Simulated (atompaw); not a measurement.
potassium: one change to a PAW (atompaw) potential, before and after

| Quantity | Value |
| --- | --- |
| Element | K |
| Generator | atompaw 4.2.0.5 |
| Type | PAW |
| Functional | PBE |
| Relativity | scalar-relativistic |
| Frozen core | [Ne] 3s2 |
| Valence charge | 7 |
| Reference configuration | 3p6 3d0.5 4s0.5 4p0 |
| Partial waves | 4s (bound): rc 3.00 bohr; 4s channel at 1.6 Ry: rc 3.00 bohr; 3p (bound): rc 2.20 bohr; 4p (bound, empty): rc 3.00 bohr; 3d (bound): rc 3.00 bohr; 3d channel at 2.55 Ry: rc 3.00 bohr |
| Local potential | troulliermartins scheme with l = 3 at 0 Ry, radius 2.10 bohr |
| Core correction | smooth core density matched at 2.20 bohr |
| Augmentation charge | besselshape compensation charge, radius 2.80 bohr; PAW radius 3.00 bohr; waves and projectors: custom polynom vanderbiltortho |

Change: local potential bessel scheme, radius 2.10 bohr.

Cutoffs: the cutoffs (Ry, on a coarse ladder) from which the occupation-weighted sum of valence levels, in a spherical-Bessel basis at the reference potential, stays within 10 and 1 mRy of its value at 400 Ry; they do not see the model core or the augmentation charge, which bear on the density cutoff.

Question: What does the change do?

Answer: The potential gets neither clearly harder nor softer (15 Ry and 30 Ry → 15 Ry and 30 Ry); both files keep a bound ghost (s); the range in which the p phases agree widens (upper end 0.4 → 4.7); the range in which the d phases agree narrows (upper end at the end of the scan → 1.5).

| quantity | base | changed |
| --- | --- | --- |
| cutoff, loose | 15 Ry | 15 Ry |
| cutoff, tight | 30 Ry | 30 Ry |
| bound ghosts | s | s |
| s: phases at 3.01 bohr within 0.05 rad from the reference energy up to (Ry; the scan ends near 5) | 4.0 | 4.7 |
| p: phases at 3.01 bohr within 0.05 rad from the reference energy up to (Ry; the scan ends near 5) | 0.4 | 4.7 |
| d: phases at 3.01 bohr within 0.05 rad from the reference energy up to (Ry; the scan ends near 5) | to the end of the scan | 1.5 |
| lowest overlap eigenvalue by channel | s 0.28, p 0.62, d 0.88 | s 0.28, p 0.59, d 0.90 |

 A true bound ghost makes a file unfit for plane-wave use even where its test errors are small: the radial tests pick states by their node count and pass the ghost by. The cutoffs see the waves, projectors and local potential, not the compensation charge or the core.
